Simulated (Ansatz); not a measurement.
## A correction line for wB97X-V/def2-TZVPP: vertical ionisation energy

The vertical ionisation energy (cation less neutral) in eV of 6 B-containing molecules: x at wB97X-V/def2-TZVPP, y at CCSD(T)/def2-TZVPP. Shapes, held fixed at every level: PBE0-D4/def2-TZVP. Programs: Ansatz 0.2.0.

| molecule | x (eV) | y (eV) |
| --- | --- | --- |
| BH3(SeH2) | 10.88 | 10.91 |
| BH3(SH2) | 11.04 | ? |
| BF (SMILES [B]F) | 11.07 | 11.09 |
| HBS (hydrogen boron sulfide) | 11.09 | 11.14 |
| B(OH)O (oxoborinic acid) | 12.32 | 12.39 |
| BOF (fluoro(oxo)borane) | 13.39 | 13.46 |

Task: Fit y = c + s·x to the known rows and predict y for BH3(SH2).

Result: 
1. Means of the 5 rows: x = 11.7500, y = 11.798.
2. Σ(Δx)² = 4.6694, Σ(Δx·Δy) = 4.7514, so the slope is 4.7514/4.6694 = 1.0176.
3. Intercept: 11.798 − (1.0176) × 11.7500 = -0.159. The largest residual of the fit is 0.016.
4. BH3(SH2): -0.159 + 1.0176 × 11.04 = 11.08 eV.

CCSD(T)/def2-TZVPP gives 11.09 eV, so the prediction is off by -0.01 eV, within the largest residual. Uncorrected, wB97X-V/def2-TZVPP misses BH3(SH2) by -0.05 eV, and the other rows by 0.05 on average. The line removes about 80 % of this miss. Left out in turn, the other rows are missed by 0.02 eV on average, so much of the error is systematic among these molecules. Cations run unrestricted. Relativity is left out for Se. Outer-core shells of Se are correlated, in sets that cover them unevenly.
